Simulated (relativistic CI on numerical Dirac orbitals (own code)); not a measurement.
d8 in a ligand field

Computed with a parametric ligand-field model of a d^n configuration (Racah B and C, spin-orbit zeta, crystal field), exact diagonalisation.

Field parameters in Wybourne normalisation: Oh B⁴₀ = 21Dq, B⁴₄ = √(5/14) B⁴₀; Td as Oh with Dq negative (B⁴₀ = 21Dq, B⁴₄ = √(5/14) B⁴₀). The field is a parameter set, without covalency.

(1) Lowest levels for B = 760, C = 2860, ζ = 840 cm⁻¹, Oh, 10Dq = 21500 cm⁻¹?

(2) Lowest levels for B = 640, C = 2990, ζ = 550 cm⁻¹, Oh, 10Dq = 7200 cm⁻¹?

(3) Lowest levels for B = 910, C = 4130, ζ = 50 cm⁻¹, Td, 10Dq = -2900 cm⁻¹?

(4) Lowest levels for B = 910, C = 3520, ζ = 780 cm⁻¹, Oh, 10Dq = 34600 cm⁻¹?

(5) Lowest levels for B = 880, C = 4060, ζ = 90 cm⁻¹, Td, 10Dq = -4450 cm⁻¹?

## Answers

(1) T2 0 (S 1.00), E 11563 (S 0.03), A1 21192 (S 0.04), T1 21301 (S 1.00), E 21311 (S 0.99), T2 21761 (S 1.00), A2 22005 (S 1.00), T1 29342 (S 1.00), A1 29374 (S 0.99) cm⁻¹, with S from ⟨S²⟩ = S(S + 1). The ground level has 2.00 electrons in the cubic e pair.

(2) T2 0 (S 1.00), E 6925 (S 0.99), T1 7090 (S 1.00), T2 7430 (S 1.00), A2 7572 (S 1.00), E 10591 (S 0.31), A1 11097 (S 0.99), T1 11523 (S 1.00), T2 12127 (S 1.00) cm⁻¹, with S from ⟨S²⟩ = S(S + 1). The ground level has 2.01 electrons in the cubic e pair.

(3) A1 0 (S 1.00), T1 36 (S 1.00), E 108 (S 1.00), T2 110 (S 1.00), T1 2470 (S 1.00), E 2472 (S 1.00), T2 2493 (S 1.00), A2 2506 (S 1.00), T2 5383 (S 1.00) cm⁻¹, with S from ⟨S²⟩ = S(S + 1). The ground level has 3.86 electrons in the cubic e pair.

(4) T2 0 (S 1.00), E 14150 (S 0.01), A1 26384 (S 0.01), E 34401 (S 1.00), T1 34407 (S 1.00), T2 34818 (S 1.00), A2 35037 (S 1.00), T2 44445 (S 1.00), T1 44505 (S 1.00) cm⁻¹, with S from ⟨S²⟩ = S(S + 1). The ground level has 2.00 electrons in the cubic e pair.

(5) A1 0 (S 1.00), T1 64 (S 1.00), E 192 (S 1.00), T2 196 (S 1.00), T1 3869 (S 1.00), E 3873 (S 1.00), T2 3909 (S 1.00), A2 3935 (S 1.00), T2 8343 (S 1.00) cm⁻¹, with S from ⟨S²⟩ = S(S + 1). The ground level has 3.88 electrons in the cubic e pair.
